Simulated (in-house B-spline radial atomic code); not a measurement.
Values are calculated unless marked as measured or tabulated.
**Two electrons in Ge: a Gaussian well −V exp(−r²/w²) with V = 76.8 meV and w = 33.2 nm**

For Ge the NSM archive of the Ioffe Institute lists m_l = 1.6 m0, m_t = 0.08 m0 and ε = 16.2; the model takes one isotropic valley with the conductivity mass 3/(1/m_l + 2/m_t) = 0.117 m0, and so misses anisotropy and the other valleys. All triplets below are those of one valley; with several valleys two electrons can form a triplet in the 1s orbital itself, at an energy set by the valley splitting.

Effective-mass model with parabolic bands, a uniform dielectric constant, no image charges, no central-cell or spin-orbit terms. Two-electron levels come from full CI in B-splines with partial waves to l = 5 (up to 0.001 effective hartree above the limit).

(1) What are the effective units, and what is the potential in them?

In these units the lowest s and p orbitals lie at -5.198126 and -4.475674, and their Coulomb and exchange integrals are J_ss = 0.680592, J_sp = 0.559826 and K_sp = 0.1103. Full CI gives -9.783111 for the ground singlet, -9.241636 for the sp triplet, -9.070952 for the sp singlet and -8.596521 for the lowest triplet of two s orbitals.

(2) What does it cost to add the second electron, to first order and exactly?

(3) How far above the singlet do the triplets lie?

## Answers

(1) Ha* = 27211.386 meV × 0.117/16.2² = 12.13 meV and a* = 0.0529177 nm × 16.2/0.117 = 7.327 nm. V = 6.33 Ha* and w = 4.53 a*.

(2) To first order E = 2ε_s + J_ss = -9.715660, so the charging energy E(2) − 2E(1) is J_ss = 8.256 meV. CI gives -9.783111 − 2 × (-5.198126) = 0.613140, or 7.438 meV: relaxation and correlation lower it by 0.8183 meV, 9.9 % of J_ss. The s² configuration of one-electron orbitals holds 96.4 % of the state, and the mean radius is 10.5 nm. The second electron is bound by ε_s − E = 55.62 meV, against 63.06 meV for the first.

(3) To first order the sp triplet lies at ε_s + ε_p + J_sp − K_sp = -9.224300, which is 5.961 meV above 2ε_s + J_ss. CI gives -9.241636 − (-9.783111) = 0.541475, or 6.569 meV, 75 % of the orbital spacing of 8.764 meV. The ss triplet lies 14.39 meV up, so the lower of the two is the sp one, and its gap equals k_BT at 76.2 K. The sp singlet-triplet splitting is 2.071 meV, against 2K_sp = 2.677 meV.
